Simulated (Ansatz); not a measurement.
Basis-set extrapolation for C8H14, SMILES `CCC#CCCCC` (PBE0-D4/def2-TZVP geometry, frozen core, Ansatz 0.2.0). Multiplicity 1, RHF reference.

|  | def2-TZVPP | def2-QZVPP |
| --- | --- | --- |
| HF | -311.163553 | -311.177625 |
| MP2 correlation | -1.349155 | -1.433319 |
| CCSD(T) correlation | -1.481575 | not run |

Energies in hartree. Use E(X) = E(∞) + A·exp(−7.88·√X) for Hartree–Fock and E(X) = E(∞) + B·X^(−2.97) for correlation, with X = 3 and 4, and add CCSD(T) minus MP2 of the smaller set to the MP2 limit.

**Question.** What is the CCSD(T) energy at the basis-set limit?

**Answer.** HF limit: -311.177625 + (-0.014072) × 0.13774 = -311.17956. MP2 limit: -1.433319 + (-0.084164) × 0.74074 = -1.49566. Higher-order term: -1.481575 − (-1.349155) = -0.13242. Total: -312.80764 hartree, 426.7 kJ/mol below CCSD(T)/def2-TZVPP.
